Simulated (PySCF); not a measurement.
MgCl, SMILES [Mg+][Cl], charge +1.

The structure is a stationary point at PBE0-D3(BJ)/def2-TZVPD. The spin state was assumed, not searched.

These are PBE/def2-TZVPD (PySCF) values and carry that method's errors.

Computed frontier levels, gap, dipole moment and polarisability:
* **highest occupied level**: -12.69 eV
* **lowest empty level**: -10.38 eV
* **orbital gap**: 2.31 eV
* **dipole moment about the centre of nuclear charge**: 9.59 D
* **mean static polarisability**: 31.2 bohr³ (4.62 Å³)
* **polarisability, principal values**: 24.9, 24.9, 43.7 bohr³
